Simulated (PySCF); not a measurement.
# Energy profile

The step: CH₅FSi ([CH3][SiH2][F]) + H₂ → CH₆Si ([CH3][SiH3]) + HF; bonds formed: Si1–H7, F2–H6; bonds broken: Si1–F2, H6–H7 (atoms numbered as in the saddle structure below).

Si1  (-0.372, 0.072, -0.567)
F2  (1.484, 0.669, -0.854)
H3  (-0.279, -0.616, -1.873)
H4  (-1.838, 0.364, -0.435)
C5  (0.091, -0.820, 0.994)
H6  (0.656, 1.541, -0.694)
H7  (-0.265, 1.773, -0.536)
H8  (0.131, -0.115, 1.828)
H9  (-0.673, -1.566, 1.229)
H10  (1.064, -1.301, 0.908)
(Å)

Electronic energies by CCSD(T) at an estimated basis limit (MP2 extrapolated from triple and quadruple zeta, plus CCSD(T) − MP2 in triple zeta), on PBE0-D4/def2-TZVP structures; CH7FSi, closed shell; no counterpoise correction. PySCF 2.14 with density fitting (its default auxiliary sets; JK sets also for MP2 and CCSD(T)); basis: def2-TZVPP and def2-QZVPP; cores frozen in the correlated methods. Extrapolation: Hartree–Fock as exp(−7.88 √X), correlation as X^−2.97.

(1) Give the profile in eV, counted from the separated reactants. (An estimate is asked for; the value comes from the calculation.)

The T1 diagnostic stays at or below 0.013.

Results:

(1) Computed:
```tsv
point	eV
separated: CH5FSi (linked as [CH3][SiH2][F]; Si1, F2, H3, H4, C5, H8, H9, H10; singlet) + H2 (H6, H7; singlet)	0.000
start structure	-0.027
saddle	2.604
end structure	1.104
separated: CH6Si (linked as [CH3][SiH3]; Si1, H3, H4, C5, H7, H8, H9, H10; singlet) + HF (F2, H6; singlet)	1.200
```

For scale, one of the runs: CCSD(T)/def2-TZVPP, 202 basis functions, launched by `OMP_NUM_THREADS=4 python run.py`. Hardware: 4 CPU threads of an Arm Neoverse V1, shared host. Wall time 6.4 min; peak host memory 2.5 GiB.
